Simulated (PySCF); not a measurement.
CH8AlNO2Si, SMILES [Al]([OH])([OH])[N]([SiH3])C.

Geometry: PBE0-D3(BJ)/def2-SVP. The structure was generated by enumeration; whether it is a known compound was not checked. Other conformers were not sampled.

Method: TDA-B3LYP/def2-SVPD run with PySCF.

Vertical excitations.  State labels are in the subgroup Cs.

```csv
state,symmetry,energy (eV),λ (nm),f,main pairs
S1,A",4.98,249,0.005,HOMO→LUMO 98 %
S2,A",6.44,193,0.000,HOMO→LUMO+2 94 %
S3,A",6.48,191,0.015,HOMO→LUMO+1 97 %
S4,A",6.69,185,0.005,"HOMO→LUMO+4 49 %, HOMO→LUMO+5 46 %"
S5,A",6.77,183,0.001,HOMO−1→LUMO 89 %
S6,A',6.78,183,0.034,"HOMO→LUMO+3 75 %, HOMO−2→LUMO 22 %"
S7,A",6.83,181,0.011,"HOMO→LUMO+4 47 %, HOMO→LUMO+5 44 %"
S8,A',7.09,175,0.136,"HOMO−2→LUMO 75 %, HOMO→LUMO+3 20 %"
S9,A',7.37,168,0.070,HOMO→LUMO+6 94 %
S10,A",7.41,167,0.070,HOMO−4→LUMO 86 %
T1,A",4.78,260,0,HOMO→LUMO 96 %
T2,A',6.02,206,0,HOMO→LUMO+3 96 %
T3,A",6.24,199,0,HOMO→LUMO+2 87 %
T4,A",6.38,194,0,HOMO→LUMO+1 82 %
```
Triplets are in the Tamm–Dancoff approximation.
